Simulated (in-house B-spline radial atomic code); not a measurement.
Successive ionisation energies of calcium; each step leads to the configuration of the next row (after the last: [Ne] 3s2 3p2). Dirac energy differences include first-order Breit, QED and recoil terms. NIST's values go from ground level to ground level; the uncertainty of those that are theory runs from under 0.1 % in few-electron ions to several per cent in heavy many-electron ones. Computed with a radial B-spline atomic code at the basis-set limit: Dirac-Hartree-Fock, average of the configuration, finite nuclei.

```json
{"ion": "Ca", "configuration": "[Ar] 4s2", "ionisation energy (eV)": "5.14", "tabulated value (eV)": "6.113156", "tabulated kind": "measured", "computed minus tabulated (eV)": "-0.97", "highest orbital": "4s1/2", "largest mean radius (bohr)": "4.2021"}
{"ion": "Ca+", "configuration": "[Ar] 4s1", "ionisation energy (eV)": "11.35", "tabulated value (eV)": "11.87172", "tabulated kind": "measured", "computed minus tabulated (eV)": "-0.52", "highest orbital": "4s1/2", "largest mean radius (bohr)": "3.7138"}
{"ion": "Ca2+", "configuration": "[Ne] 3s2 3p6", "ionisation energy (eV)": "49.91", "tabulated value (eV)": "50.91316", "tabulated kind": "measured", "computed minus tabulated (eV)": "-1.01", "highest orbital": "3p3/2", "largest mean radius (bohr)": "1.2652"}
{"ion": "Ca3+", "configuration": "[Ne] 3s2 3p5", "ionisation energy (eV)": "67.05", "tabulated value (eV)": "67.2732", "tabulated kind": "semi-empirical", "computed minus tabulated (eV)": "-0.22", "highest orbital": "3p3/2", "largest mean radius (bohr)": "1.2134"}
{"ion": "Ca4+", "configuration": "[Ne] 3s2 3p4", "ionisation energy (eV)": "85.32", "tabulated value (eV)": "84.34", "tabulated kind": "semi-empirical", "computed minus tabulated (eV)": "0.98", "highest orbital": "3p3/2", "largest mean radius (bohr)": "1.1682"}
{"ion": "Ca5+", "configuration": "[Ne] 3s2 3p3", "ionisation energy (eV)": "104.65", "tabulated value (eV)": "108.78", "tabulated kind": "semi-empirical", "computed minus tabulated (eV)": "-4.13", "highest orbital": "3p3/2", "largest mean radius (bohr)": "1.1277"}
```

Where is the largest jump?

From Ca+ to Ca2+, by a factor of 4.40 (11.352 to 49.906 eV); the highest orbital goes from 4s1/2 to 3p3/2.

Where a p, d or f electron is removed, the computed value is a mean over both j, so it misses the tabulated one by a part of the spin-orbit splitting; averaging over terms and missing correlation add to the gap, relatively most at low charge.
